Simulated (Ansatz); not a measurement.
One change: `BCS[SiH2]C` becomes `CBS[SiH2]C`.

Ansatz, PBE0-D4/def2-TZVP geometries, multiplicity 1. Each molecule was computed in one conformer, which needn't be the lowest.

```json
{"property": "HOMO–LUMO gap (PBE0/def2-TZVPP) / eV", "`BCS[SiH2]C`": "5.22"}
{"property": "ideal-gas entropy at 298 K and 1 bar (rigid rotor, harmonic PBE0-D4/def2-TZVP) / J/(mol·K)", "`BCS[SiH2]C`": "392"}
{"property": "size of the dipole moment (B3LYP/def2-TZVPP) / D", "`BCS[SiH2]C`": "1.98"}
{"property": "HOMO energy (B3LYP/def2-TZVPP) / eV", "`BCS[SiH2]C`": "-6.60"}
{"property": "HOMO–LUMO gap (ωB97M-V/def2-TZVPP) / eV", "`BCS[SiH2]C`": "9.36"}
{"property": "LUMO energy (ωB97M-V/def2-TZVPP) / eV", "`BCS[SiH2]C`": "0.33"}
```

Task: Give the same properties after the change, and the shifts. (An estimate is asked.)

Result: Ansatz gave: 
```tsv
property	`CBS[SiH2]C`	shift
HOMO–LUMO gap (PBE0/def2-TZVPP) / eV	6.86	1.64
ideal-gas entropy at 298 K and 1 bar (rigid rotor, harmonic PBE0-D4/def2-TZVP) / J/(mol·K)	382	-10
size of the dipole moment (B3LYP/def2-TZVPP) / D	1.22	-0.76
HOMO energy (B3LYP/def2-TZVPP) / eV	-7.56	-0.96
HOMO–LUMO gap (ωB97M-V/def2-TZVPP) / eV	10.95	1.59
LUMO energy (ωB97M-V/def2-TZVPP) / eV	1.00	0.67
```

With PBE0 the HOMO falls by 0.96 eV and the LUMO rises by 0.67 eV, so the gap widens by about 1.63 eV. PBE moves the HOMO by -1.03 eV and ωB97M-V by -0.92 eV. Dipoles are sizes alone; their direction can turn. Modes under 60 cm⁻¹, often nearly free rotors, make the harmonic entropy too high.

Positive LUMOs are unbound, so they and the gaps depend on the basis.

B3LYP here is the variant with VWN-RPA as its local correlation; programs differ in this.
